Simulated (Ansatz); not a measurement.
CH₁₀AlNSi₂, relaxed with RKS PBE-D4/def2-SVP in Ansatz 0.2.0 from a rough embedded geometry. The force threshold is 0.03 eV/Å; the program also tests the step.

The species carries charge 0 and has multiplicity 1. The bonds changed during the relaxation, so this is another structure than the one it started from.

Start:

```xyz
15

C     0.430   -1.853   -1.011
Si   -0.775   -0.518   -1.078
N    -0.154    0.740   -2.167
Al   -1.138    0.409    1.132
Si    0.734    1.267    2.240
H     1.440   -1.508   -0.577
H     0.083   -2.677   -0.306
H     0.616   -2.294   -1.972
H    -2.019   -1.001   -1.585
H    -0.860    1.560   -2.143
H     0.722    1.159   -1.729
H    -2.537    0.362    1.781
H     1.814    0.196    2.412
H     1.332    2.393    1.458
H     0.313    1.763    3.547
```

**Question.** How much energy does the relaxation release, and in how many steps? (Estimate.)

**Answer.** Ansatz gave: 106.13 kJ/mol, in 23 steps.

**Question.** Which bonds change most? (Best estimate.)

**Answer.** Ansatz gave: N3–Al4 from 3.458 to 2.050 Å; Si2–N3 from 1.776 to 1.931 Å; Al4–Si5 from 2.339 to 2.462 Å; C1–Si2 from 1.800 to 1.898 Å.

**Question.** Give the relaxed structure. (Estimate.)

**Answer.** Ansatz gave: 
```xyz
15

C     0.666   -1.899   -1.075
Si   -0.976   -1.018   -0.718
N    -0.667    0.840   -1.146
Al   -1.205    0.802    0.832
Si    0.830    1.209    2.157
H     1.478   -1.489   -0.439
H     0.570   -2.977   -0.828
H     0.962   -1.819   -2.141
H    -1.988   -1.448   -1.760
H    -1.312    1.259   -1.829
H     0.291    1.098   -1.423
H    -2.621    1.523    1.030
H     1.603   -0.060    2.438
H     1.787    2.115    1.409
H     0.581    1.865    3.494
```
